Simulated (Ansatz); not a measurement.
Reaction (ligand exchange at the Si–N bond): `BN([SiH2][SiH3])[SiH2]Cl` + `OBO` → `OBO[SiH2][SiH3]` + `BN[SiH2]Cl`

Isolated molecules relaxed with PBE0-D4/def2-TZVP in Ansatz; ΔE leaves out vibrations. CBS: MP2 limit from def2 TZ/QZ plus the TZ coupled-cluster correction, frozen cores. This one scheme is used for every species. Functionals use def2-TZVPP. B3LYP here is the variant with VWN-RPA as its local correlation; programs differ in this. One conformer a species, not always the lowest.

`BN([SiH2][SiH3])[SiH2]Cl`:

Z-matrix (Å, degrees):
```
Si
N 1 1.770
Si 1 2.340 2 110.9
H 1 1.486 2 108.7 3 -122.7
H 1 1.489 2 106.8 3 120.3
B 2 1.412 1 118.6 3 73.7
Si 2 1.734 1 120.3 3 -104.4
H 3 1.487 1 109.7 2 -57.5
H 3 1.486 1 110.1 2 62.5
H 3 1.488 1 109.7 2 -177.2
H 6 1.198 2 120.2 1 -178.3
H 6 1.200 2 119.1 1 1.9
Cl 7 2.057 2 109.3 1 61.3
H 7 1.479 2 110.4 1 -55.3
H 7 1.476 2 109.5 1 -179.8
```

`OBO`:

Cartesian coordinates in Å:
```
O 0.001 0.846 0.692
B 0.092 -0.341 0.027
O -0.287 -0.404 -1.271
H 0.292 0.791 1.603
H 0.498 -1.338 0.551
H -0.597 0.445 -1.603
```

`OBO[SiH2][SiH3]`:

```xyz
12

O     1.746    0.264    2.591
B     0.945    0.290    1.502
O     0.869   -0.788    0.675
Si    0.002   -1.063   -0.712
Si   -1.331    0.767   -1.325
H     2.215   -0.573    2.679
H     0.312    1.288    1.297
H     0.972   -1.380   -1.794
H    -0.845   -2.264   -0.482
H    -2.329    1.083   -0.269
H    -0.501    1.972   -1.587
H    -2.056    0.404   -2.575
```

`BN[SiH2]Cl`:

Cartesian coordinates in Å:
```
B 0.415 0.828 -1.282
N 0.644 -0.019 -0.187
Si -0.518 -0.442 1.021
Cl -1.158 -2.381 0.782
H -0.668 1.322 -1.409
H 1.299 1.045 -2.058
H 1.564 -0.433 -0.108
H 0.101 -0.378 2.363
H -1.678 0.457 0.878
```

```json
{"level": "r2SCAN-D4", "ΔE (eV)": "-0.46"}
{"level": "B3LYP-D4", "ΔE (eV)": "-0.44"}
{"level": "ωB97X-V", "ΔE (eV)": "-0.46"}
{"level": "PBE0", "ΔE (eV)": "-0.48"}
{"level": "CCSD/def2-TZVPP", "ΔE (eV)": "-0.46"}
{"level": "HF/def2-QZVPP", "ΔE (eV)": "-0.66"}
{"level": "MP2/def2-QZVPP", "ΔE (eV)": "-0.39"}
{"level": "HF/CBS(def2)", "ΔE (eV)": "-0.66"}
```

(1) What does CCSD(T)/CBS give? (An estimate is asked.)

Largest T1 diagnostic among the species: 0.013.

Results:

(1) Computed: -0.42 eV. The listed levels differ from it by -0.04, -0.02, -0.04, -0.06, -0.04, -0.24, 0.03, -0.24 eV.

In def2-TZVPP, CCSD(T) changes the Hartree–Fock value by +0.23 eV (the triples alone add +0.04 eV) and MP2 by +0.26 eV. The D4 term adds +0.14 eV with B3LYP and +0.08 eV with PBE0; it sums over pairs of atoms, weighted by their polarisabilities, and B3LYP, whose exchange is more repulsive, gets the larger term.
